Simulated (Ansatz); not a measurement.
Input and output for Al₈As₈H₂₂, a nanocrystal cut from wurtzite AlAs (hydrogen-capped).

```yaml
crystal:
  periodic: [false, false, false]
  atoms:
    - {symbol: Al, position_ang: [0.534121, -4.508214, -1.463359]}
    - {symbol: As, position_ang: [0.509256, -4.230309, 1.080516]}
    - {symbol: As, position_ang: [0.543090, -2.038790, -1.961245]}
    - {symbol: Al, position_ang: [-1.558007, -0.897421, -1.281453]}
    - {symbol: Al, position_ang: [0.535508, -2.011675, 2.251715]}
    - {symbol: As, position_ang: [-1.377961, -0.796167, 1.222583]}
    - {symbol: As, position_ang: [-1.494381, 1.493605, -1.958621]}
    - {symbol: Al, position_ang: [-3.634014, 2.725159, -1.457421]}
    - {symbol: Al, position_ang: [-1.471940, 1.467608, 2.254335]}
    - {symbol: As, position_ang: [-3.408534, 2.553523, 1.085938]}
    - {symbol: Al, position_ang: [2.658629, -1.002559, -1.195942]}
    - {symbol: As, position_ang: [2.450861, -0.780561, 1.273648]}
    - {symbol: As, position_ang: [2.389574, 1.379808, -1.960559]}
    - {symbol: Al, position_ang: [0.462520, 2.804880, -1.193293]}
    - {symbol: Al, position_ang: [2.754609, 1.588048, 2.111584]}
    - {symbol: As, position_ang: [0.551514, 2.511343, 1.275954]}
    - {symbol: H, position_ang: [-0.872638, -5.161990, -1.859531]}
    - {symbol: H, position_ang: [1.962455, -5.139410, -1.820978]}
    - {symbol: H, position_ang: [-0.657225, -5.010648, 1.677074]}
    - {symbol: H, position_ang: [1.627896, -5.057421, 1.704855]}
    - {symbol: H, position_ang: [0.580670, -1.918122, -3.484090]}
    - {symbol: H, position_ang: [-2.882504, -1.660828, -1.745238]}
    - {symbol: H, position_ang: [0.493685, -2.129715, 3.843084]}
    - {symbol: H, position_ang: [-2.621902, -1.514144, 1.739678]}
    - {symbol: H, position_ang: [-1.372211, 1.467314, -3.481587]}
    - {symbol: H, position_ang: [-4.906392, 1.840476, -1.859380]}
    - {symbol: H, position_ang: [-3.460186, 4.278777, -1.807497]}
    - {symbol: H, position_ang: [-1.593574, 1.488967, 3.845845]}
    - {symbol: H, position_ang: [-4.665557, 1.925396, 1.678274]}
    - {symbol: H, position_ang: [-3.572068, 3.932284, 1.716425]}
    - {symbol: H, position_ang: [4.012071, -1.662687, -1.726203]}
    - {symbol: H, position_ang: [3.674158, -1.539575, 1.782454]}
    - {symbol: H, position_ang: [2.356543, 1.361997, -3.486918]}
    - {symbol: H, position_ang: [3.701414, 2.136145, -1.785652]}
    - {symbol: H, position_ang: [0.568983, 4.307452, -1.722120]}
    - {symbol: H, position_ang: [2.767921, 1.594399, 3.712372]}
    - {symbol: H, position_ang: [3.906846, 2.253445, 1.208157]}
    - {symbol: H, position_ang: [0.506768, 3.949623, 1.786607]}
basis:
  gaussian: {orbitals: "6-31G*", fitting: {mean_field: def2-universal-jkfit}}
hamiltonian: {xc: {name: PBE0}, dispersion: d3bjatm}
scf: {lower_state_search: full}
output: {forces: true}
```

```sh
$ ansatz run in.yaml --threads 2 --pin off --events-out ev --progress --plain --max-ram 20480MiB --backend cuda --devices 0, --max-vram 18GiB
```

Output, abridged:

```
Functional definition: PBE0
3548 factors; integrals over basis functions are off by at most 8.6e-2 eV
mean field evaluation 1: about -539725.3077 eV, gradient 2.7e1 eV
mean field evaluation 2: about -539725.3036 eV, gradient 2.7e1 eV
mean field evaluation 4: about -539727.2498 eV, gradient 7.9e0 eV
mean field evaluation 8: about -539727.4326 eV, gradient 3.8e-2 eV
mean field -539727.43265864 eV, -19834.6173098117 hartree, gradient 4.1e-5 eV, S^2 0.000000; 0 other end points of the search recorded, 0 dependent functions left out
reference -539727.43274455 eV, -19834.6173129685 hartree; 195, 195 occupied and 281, 281 virtual orbitals, 3548 factors
Total energy: -539729.84013511 eV, -19834.7057829398 hartree
Atom 0 at     0.534121    -4.508214    -1.463359 Å, force     0.000116     0.029617     0.011038 eV/Å
Atom 1 at     0.509256    -4.230309     1.080516 Å, force    -0.000032    -0.166553     0.148523 eV/Å
Atom 2 at     0.543090    -2.038790    -1.961245 Å, force     0.008477    -0.020020    -0.135593 eV/Å
Atom 3 at    -1.558007    -0.897421    -1.281453 Å, force     0.029825     0.016926     0.020232 eV/Å
Atom 4 at     0.535508    -2.011675     2.251715 Å, force    -0.008753     0.016734    -0.028264 eV/Å
Atom 5 at    -1.377961    -0.796167     1.222583 Å, force    -0.106979    -0.061789     0.068833 eV/Å
Atom 6 at    -1.494381     1.493605    -1.958621 Å, force    -0.012611     0.017847    -0.135247 eV/Å
Atom 7 at    -3.634014     2.725159    -1.457421 Å, force     0.025385    -0.015101     0.010829 eV/Å
Atom 8 at    -1.471940     1.467608     2.254335 Å, force     0.010075    -0.016062    -0.028135 eV/Å
Atom 9 at    -3.408534     2.553523     1.085938 Å, force    -0.144274     0.082142     0.148890 eV/Å
Atom 10 at     2.658629    -1.002559    -1.195942 Å, force    -0.044498     0.016942     0.030916 eV/Å
Atom 11 at     2.450861    -0.780561     1.273648 Å, force     0.126031    -0.088608     0.034811 eV/Å
Atom 12 at     2.389574     1.379808    -1.960559 Å, force     0.174946     0.100986    -0.177222 eV/Å
Atom 13 at     0.462520     2.804880    -1.193293 Å, force    -0.007423    -0.046754     0.030952 eV/Å
Atom 14 at     2.754609     1.588048     2.111584 Å, force    -0.035641    -0.020714    -0.019709 eV/Å
Atom 15 at     0.551514     2.511343     1.275954 Å, force    -0.013874     0.153117     0.035299 eV/Å
Atom 16 at    -0.872638    -5.161990    -1.859531 Å, force     0.097742     0.042954     0.024878 eV/Å
Atom 17 at     1.962455    -5.139410    -1.820978 Å, force    -0.098677     0.040751     0.021988 eV/Å
Atom 18 at    -0.657225    -5.010648     1.677074 Å, force     0.173584     0.117470    -0.088421 eV/Å
Atom 19 at     1.627896    -5.057421     1.704855 Å, force    -0.166252     0.120381    -0.095952 eV/Å
Atom 20 at     0.580670    -1.918122    -3.484090 Å, force    -0.005490    -0.017897     0.208242 eV/Å
Atom 21 at    -2.882504    -1.660828    -1.745238 Å, force     0.097112     0.055907     0.033059 eV/Å
Atom 22 at     0.493685    -2.129715     3.843084 Å, force     0.003118     0.002815    -0.116681 eV/Å
Atom 23 at    -2.621902    -1.514144     1.739678 Å, force     0.173225     0.100076    -0.068005 eV/Å
Atom 24 at    -1.372211     1.467314    -3.481587 Å, force    -0.018306     0.004024     0.208405 eV/Å
Atom 25 at    -4.906392     1.840476    -1.859380 Å, force     0.085853     0.062611     0.025181 eV/Å
Atom 26 at    -3.460186     4.278777    -1.807497 Å, force    -0.014328    -0.105789     0.021543 eV/Å
Atom 27 at    -1.593574     1.488967     3.845845 Å, force     0.003858     0.001421    -0.116713 eV/Å
Atom 28 at    -4.665557     1.925396     1.678274 Å, force     0.188210     0.092858    -0.088136 eV/Å
Atom 29 at    -3.572068     3.932284     1.716425 Å, force     0.022079    -0.203545    -0.096786 eV/Å
Atom 30 at     4.012071    -1.662687    -1.726203 Å, force    -0.097284     0.049831     0.036608 eV/Å
Atom 31 at     3.674158    -1.539575     1.782454 Å, force    -0.165921     0.103712    -0.064552 eV/Å
Atom 32 at     2.356543     1.361997    -3.486918 Å, force     0.007498     0.004003     0.249863 eV/Å
Atom 33 at     3.701414     2.136145    -1.785652 Å, force    -0.222523    -0.128104    -0.030829 eV/Å
Atom 34 at     0.568983     4.307452    -1.722120 Å, force    -0.005639    -0.109173     0.036461 eV/Å
Atom 35 at     2.767921     1.594399     3.712372 Å, force     0.009019     0.005339    -0.108805 eV/Å
Atom 36 at     3.906846     2.253445     1.208157 Å, force    -0.074412    -0.042954     0.057500 eV/Å
Atom 37 at     0.506768     3.949623     1.786607 Å, force     0.006764    -0.195403    -0.065002 eV/Å
Dipole moment:    -0.029814    -0.018151    -0.002185 e Å
```

It took 6 s on 2 threads of AMD EPYC 7R13 on a shared host and a share (18 GiB) of an NVIDIA H100 80GB HBM3, peak host memory 2.5 GiB.

The 6-31G sets use Cartesian d functions.
